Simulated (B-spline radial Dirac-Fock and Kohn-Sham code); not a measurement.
Elastic and transport cross sections of indium for positrons

Method: relativistic (Dirac) partial waves in the static field of the Dirac-Fock atom, without polarisation or absorption potentials. Computed with an atomic code on a B-spline grid. Below a few hundred eV the neglected polarisation potential matters, most of all at small angles. σ_tr1 and σ_tr2 weight the cross section with 1 − P₁ and 1 − P₂ of cos θ; "backward" is the share scattered beyond 90°.

| energy (eV) | σ (a₀²) | σ_tr1 (a₀²) | σ_tr2 (a₀²) | σ/σ_tr1 | backward (%) |
| --- | --- | --- | --- | --- | --- |
| 101 | 20.6 | 4.23 | 7.21 | 4.88 | 5.9 |
| 125 | 19.1 | 3.66 | 6.26 | 5.21 | 5.5 |
| 214 | 15.4 | 2.51 | 4.35 | 6.15 | 4.5 |
| 276 | 13.9 | 2.09 | 3.65 | 6.66 | 4.1 |
| 336 | 12.8 | 1.81 | 3.18 | 7.12 | 3.8 |
| 568 | 10.3 | 1.19 | 2.17 | 8.67 | 2.9 |
| 691 | 9.46 | 1.00 | 1.86 | 9.44 | 2.6 |
| 738 | ? | ? | ? | ? | ? |
| 1120 | 7.64 | 0.638 | 1.24 | 12.0 | 1.8 |
| 3070 | 4.69 | 0.219 | 0.453 | 21.5 | 0.86 |
| 5200 | 3.52 | 0.118 | 0.252 | 29.8 | 0.57 |
| 47600 | 0.843 | 0.00536 | 0.0132 | 157 | 0.060 |
| 73200 | 0.627 | 0.00271 | 0.00682 | 231 | 0.035 |
| 83800 | 0.572 | 0.00219 | 0.00553 | 262 | 0.030 |
| 109000 | 0.481 | 0.00143 | 0.00367 | 336 | 0.021 |
| 133000 | 0.425 | 0.00104 | 0.00269 | 409 | 0.016 |

**Question.** Fill in the row for 738 eV.

**Answer.** σ = 9.19 a₀², σ_tr1 = 0.945 a₀², σ_tr2 = 1.77 a₀², σ/σ_tr1 = 9.72, backward 2.4 %. The ratio σ/σ_tr1 is roughly the number of elastic collisions that randomise the direction.
